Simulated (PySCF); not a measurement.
Species: Ti(NMeEt)Cl3, C3H8Cl3NTi (singlet state).
Bonds: Ti1–N2, Ti1–Cl14, Ti1–Cl15, Ti1–Cl16, N2–C3, N2–C4, C4–C5. Hydrogens: H6, H7, H8 on C3; H9, H10 on C4; H11, H12, H13 on C5.

Computed, not measured: PBE0-D3(BJ)/def2-SVP geometry optimisation, gas phase (PySCF).

(1) What internal coordinates does the optimisation give?

Results:

(1) 
```tsv
bond	length (Å)
Ti1–N2	1.811
Ti1–Cl14, Ti1–Cl15	2.199
Ti1–Cl16	2.183
N2–C3	1.446
N2–C4	1.452
C3–H6, C3–H7, C3–H8	1.103
C4–C5	1.521
C4–H9, C4–H10	1.103
C5–H11, C5–H12, C5–H13	1.100
```

Bonds in one row agree within 0.01 Å and their mean is given. A selection of angles:
```tsv
angle	degrees
N2–Ti1–Cl14	107.2
N2–Ti1–Cl16	105.9
Cl14–Ti1–Cl15	110.9
Cl15–Ti1–Cl16	113.5
Ti1–N2–C3	112.6
Ti1–N2–C4	129.9
C3–N2–C4	117.4
N2–C3–H6	110.6
H6–C3–H7	109.4
H6–C3–H8	107.4
N2–C4–C5	112.9
N2–C4–H9	108.2
C5–C4–H9	110.8
C5–C4–H10	109.7
H9–C4–H10	107.0
C4–C5–H11	110.2
C4–C5–H13	112.0
H11–C5–H12	108.3
```

Dihedral angles: Cl14–Ti1–N2–C3 61° (synclinal); Ti1–N2–C4–C5 97° (anticlinal). The mirror-image conformer, all signs reversed, is as good.

Of the pairs four or more bonds apart, H10···Cl16 is among the closest relative to their van der Waals radii: 2.84 Å, 96 % of the sum of Bondi's values. Ti1 (titanium bonded to 3 Cl and N) is distorted tetrahedral (angles from 105.9° to 113.5°). N2 (nitrogen bonded to 2 C and Ti) is planar (angles 129.9°, 117.4° and 112.6°, sum 359.9°, 0.03 Å off the plane of its three neighbours).

Point group: C1 (no symmetry element, even within 0.4 Å). No frequency check.
